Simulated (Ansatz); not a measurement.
`[Cl][Sn][Br]` + dimethylamine → `C[N](C)[Sn][Cl]` + HBr at 400 K and 1 bar (ligand exchange at the Sn–Br bond).

Isolated molecules relaxed with PBE0-D4/def2-TZVP in Ansatz; ΔE leaves out vibrations. CBS: MP2 limit from def2 TZ/QZ plus the TZ coupled-cluster correction, frozen cores. Elements past krypton have def2 core potentials. For Br, Sn outer-core shells are correlated without core-valence functions, which leaves a few kJ/mol of doubt a bond. Scalar relativity is left out up to krypton. Each species was taken in one conformer, which may not be the lowest.

| species | CCSD(T)/CBS energy (Eh) | H − E (kJ/mol) | S (J/(mol·K)) |
| --- | --- | --- | --- |
| `[Cl][Sn][Br]` | -3247.23683 | 24.0 | 339.6 |
| `CNC` | -135.00321 | 264.6 | 293.2 |
| `C[N](C)[Sn][Cl]` | -808.28811 | 250.8 | 401.3 |
| HBr | -2573.91920 | 27.6 | 207.2 |

H − E and S are ideal-gas, rigid-rotor, harmonic terms from PBE0-D4/def2-TZVP, for one conformer and one mirror image of each species. 1 Eh = 2625.50 kJ/mol, R = 8.31446 J/(mol·K).

By hand: ΔE, ΔH, ΔS and ΔG.

ΔE = (-808.28811) + (-2573.91920) − (-3247.23683) − (-135.00321) = 0.03273 Eh = 85.9 kJ/mol. Δ(H − E) = 250.8 + 27.6 − 24.0 − 264.6 = -10.2, so ΔH = 75.7 kJ/mol. ΔS = 401.3 + 207.2 − 339.6 − 293.2 = -24.3 J/(mol·K). ΔG = 75.7 − 400 × (-24.3)/1000 = 85.4 kJ/mol.

By hand: the equilibrium constant, and the temperature at which ΔG would vanish if ΔH and ΔS stayed fixed.

log₁₀ K = −ΔG/(RT ln 10) = -11.2. ΔH and −TΔS have one sign here, so there is no such temperature.

ΔH outweighs TΔS. A doubt of 5 kJ/mol in ΔE shifts log₁₀ K by 0.7 here. Other conformers and mirror images would add mixing entropy, several J/(mol·K) or more a flexible species. These are equilibria of isolated gas molecules and say nothing of rates. Largest T1 diagnostic: 0.017 (customary marks: 0.02 for closed shells, 0.045 for open ones).
